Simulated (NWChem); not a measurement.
System: C$_{2}$H$_{8}$BN; SMILES B(C)NC

Here is an NWChem input.

```
start job
memory heap 200 mb stack 900 mb global 1100 mb
geometry units angstroms noautoz
  B     -0.705344    -0.685967     0.135146
  H     -1.817662    -1.118758     0.287051
  C      0.512672    -1.689152     0.048071
  H      1.502714    -1.239780    -0.090591
  H      0.351937    -2.397880    -0.776807
  H      0.552646    -2.304763     0.958005
  N     -0.612972     0.708449     0.049635
  C      0.557925     1.553025    -0.131140
  H     -1.474171     1.236856     0.120914
  H      0.689306     2.245079     0.711591
  H      0.485488     2.150618    -1.049851
  H      1.453016     0.932832    -0.201452
end
basis spherical
  * library def2-tzvp
end
dft
  xc pw6b95
  iterations 150
  semidirect filesize 400000000
  mulliken
end
task dft energy
```

Output (shortened):

```
             Northwest Computational Chemistry Package (NWChem) 7.3.0
             --------------------------------------------------------

 CS  symmetry detected

                             Geometry "geometry" -> ""
                             -------------------------

 Output coordinates in angstroms (scale by  1.889725989 to convert to a.u.)

  No.       Tag          Charge          X              Y              Z
 ---- ---------------- ---------- -------------- -------------- --------------
    1 B                    5.0000    -0.72492980    -0.69412050     0.00000000
    2 H                    1.0000    -1.84709808    -1.12813991     0.00000000
    3 C                    6.0000     0.49557257    -1.69806231     0.00000000
    4 H                    1.0000     1.49474401    -1.24750495     0.00000000
    5 H                    1.0000     0.43106753    -2.36120783    -0.87443232
    6 H                    1.0000     0.43106753    -2.36120783     0.87443232
    7 N                    7.0000    -0.62410674     0.70233051     0.00000000
    8 C                    6.0000     0.55934459     1.54875294     0.00000000
    9 H                    1.0000    -1.48808080     1.23101491     0.00000000
   10 H                    1.0000     0.59263390     2.19450909     0.88785452
   11 H                    1.0000     0.59263390     2.19450909    -0.88785452
   12 H                    1.0000     1.45692526     0.92817258     0.00000000

 Effective nuclear repulsion energy (a.u.)     115.2606543741

      Symmetry information
      --------------------

 Group name             Cs
 Group number              2
 Group order               2
 No. of unique centers    10

                                 NWChem DFT Module
                                 -----------------

 Summary of "ao basis" -> "ao basis" (spherical)
 ------------------------------------------------------------------------------
       Tag                 Description            Shells   Functions and Types
 ---------------- ------------------------------  ------  ---------------------
 B                         def2-tzvp                11       31   5s3p2d1f
 H                         def2-tzvp                 4        6   3s1p
 C                         def2-tzvp                11       31   5s3p2d1f
 N                         def2-tzvp                11       31   5s3p2d1f

      Symmetry analysis of basis
      --------------------------

        a'        116
        a"         56

            General Information
            -------------------
          SCF calculation type: DFT
          Wavefunction type:  closed shell.
          No. of atoms     :    12
          No. of electrons :    32
           Alpha electrons :    16
            Beta electrons :    16
          Charge           :     0
          Spin multiplicity:     1
          Use of symmetry is: on ; symmetry adaption is: on
          Maximum number of iterations: 150
          AO basis - number of functions:   172
                     number of shells:    76
          Convergence on energy requested:  1.00D-06
          Convergence on density requested:  1.00D-05
          Convergence on gradient requested:  5.00D-04

              XC Information
              --------------
                       PW6B95 Method XC Functional
                     Hartree-Fock (Exact) Exchange  0.280
                    PW6B95 GGA Exchange Functional  0.720
                      PW6B95 Correlation Potential  1.000

             Grid Information
             ----------------
          Grid used for XC integration:  medium
          Radial quadrature: Mura-Knowles
          Angular quadrature: Lebedev.
          Tag              B.-S. Rad. Rad. Pts. Rad. Cut. Ang. Pts.
          ---              ---------- --------- --------- ---------
          B                   0.85       49          10.0       434
          H                   0.35       45          12.0       434
          C                   0.70       49          11.0       434
          N                   0.65       49          10.0       434
          Grid pruning is: on
          Number of quadrature shells:   466
          Spatial weights used:  Erf1

      Superposition of Atomic Density Guess
      -------------------------------------

 Sum of atomic energies:        -158.18739467

      Non-variational initial energy
      ------------------------------

 Total energy =    -160.720836
 1-e energy   =    -438.549204
 2-e energy   =     162.567714
 HOMO         =      -0.332913
 LUMO         =       0.035106

      Symmetry analysis of molecular orbitals - initial
      -------------------------------------------------

  Numbering of irreducible representations:

     1 a'          2 a"

  Orbital symmetries:

     1 a'          2 a'          3 a'          4 a'          5 a'
     6 a'          7 a'          8 a'          9 a'         10 a"
    11 a'         12 a"         13 a'         14 a'         15 a'
    16 a"         17 a"         18 a'         19 a'         20 a'
    21 a'         22 a"         23 a'         24 a"         25 a'
    26 a'

------------------------------------------------------------
EAF file 0: "./job.aoints.0" size=298319872 bytes
------------------------------------------------------------
               write      read    awrite     aread      wait
               -----      ----    ------     -----      ----
     calls:      569         0         0         0         0
   data(b): 2.98e+08  0.00e+00  0.00e+00  0.00e+00
   time(s): 0.00e+00  0.00e+00  0.00e+00  0.00e+00  0.00e+00
rate(mb/s): 0.00e+00  0.00e+00
------------------------------------------------------------

     ---------------------------------------------
      Total Density - Mulliken Population Analysis
     ---------------------------------------------

[...]
```

Level: PW6B95/def2-TZVP. Geometry: optimised at B3LYP/6-31G* (spherical d).
